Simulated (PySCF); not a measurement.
Ge(OH)3(PH2) (GeH5O3P), SMILES [OH][Ge]([OH])([OH])[PH2]. Atoms are numbered in the order given.

```xyz
10

O     -0.3813     0.0908     1.8786
Ge    -0.2547     0.0112     0.0928
O     -1.1546     1.4951    -0.3882
O     -1.0692    -1.4851    -0.4619
P      1.8849    -0.1057    -0.8166
H     -0.7564     0.9614     2.1164
H     -1.2532     1.5482    -1.3573
H     -1.8395    -1.6600     0.1130
H      2.1922    -1.2482     0.0050
H      2.3742     0.8195     0.1739
```

The structure is a stationary point at PBE-D3(BJ)/def2-SVP. The values are those of a single conformer.

Level of theory: PBE-D3(BJ)/def2-SVP (PySCF 2.14.0).

Frequencies are harmonic and unscaled.

Question: Estimate the vibrational spectrum. (An estimate is asked for; the answer gives what the named calculation found.)

Answer: 
```tsv
mode	ν (cm⁻¹)	IR (km/mol)	moving atoms (share of kinetic energy)
1	52	24.6	H 84 %, O 12 %
2	87	53.3	H 53 %, O 39 %
3	131	6.9	O 54 %, P 24 %, Ge 12 %, H 10 %
4	153	47.9	H 40 %, O 34 %, Ge 14 %, P 12 %
5	182	17.7	H 50 %, O 35 %, Ge 13 %
6	207	7.6	O 51 %, H 38 %, Ge 10 %
7	237	47.7	O 61 %, P 17 %, H 13 %, Ge 9 %
8	254	23.7	H 66 %, O 31 %
9	307	94.1	H 67 %, O 29 %
10	358	38.8	P 54 %, Ge 31 %
11	630	12.9	H 85 %, P 8 %
12	661	78.4	O 84 %, Ge 10 %
13	675	35.8	H 76 %, O 20 %
14	687	73.7	O 66 %, Ge 20 %, H 13 %
15	701	85.0	O 67 %, Ge 23 %, H 10 %
16	862	52.1	H 92 %
17	890	117.2	H 90 %, O 8 %
18	902	89.3	H 88 %, O 10 %
19	1046	10.8	H 97 %
20	2322	23.5	H 97 %
21	2340	32.5	H 97 %
22	3706	66.3	H 94 %
23	3709	65.9	H 94 %
24	3729	58.6	H 94 %
```
